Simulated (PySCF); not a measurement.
## Gas-phase XPS of Cu(C2H4)H, computed

Compound: Cu(C2H4)H, C₂H₅Cu (singlet state).
Bonds: Cu1–C2, Cu1–C3, C2–C3. Hydrogens: H8 on Cu1; H4, H5 on C2; H6, H7 on C3.

The calculation used delta-SCF UKS SCAN, pcX-2 on the ionised atom (unc-x2c-TZVPall on a metal), pcseg-1 elsewhere, spin-free X2C (PySCF). Vertical ΔSCF values, vacuum level as zero.

Question: List the computed XPS lines with their assignment.

Answer: 
```json
{"atom(s)": "C2/C3", "environment": "carbon bonded to C, Cu and 2 H", "level": "C 1s", "binding energy (eV)": "291.48", "2p1/2 (eV)": "–", "count": "2"}
{"atom(s)": "Cu1", "environment": "copper bonded to 2 C and H", "level": "Cu 2p3/2", "binding energy (eV)": "938.41", "2p1/2 (eV)": "959.08", "count": "1"}
```

Question: Which photon energy gives electrons from Cu 2p3/2 of Cu1 a kinetic energy of 50 eV, and what is their de Broglie wavelength?

Answer: hν = 938.41 + 50 = 988.41 eV, recoil neglected; λ = 12.264 Å/√(E/eV) = 1.73 Å.

Atoms equivalent by their bonding share one computed value, that of the first of them. Spin contamination (⟨S²⟩ against 0.75 for a pure doublet) is marked for C 1s of C2/C3 (0.85), which makes this value less certain. Spin–orbit and ligand-field terms were added within each 2p shell after the spin-free SCF. 2p1/2 minus 2p3/2 (ligand field included): Cu 20.66 eV. Satellites of the metal's 2p lines aren't described. Isolated species at its PBE0-D3(BJ)/def2-SVP geometry, gas phase. Metal 2p energies of this one-determinant scheme are less reliable than its 1s energies.
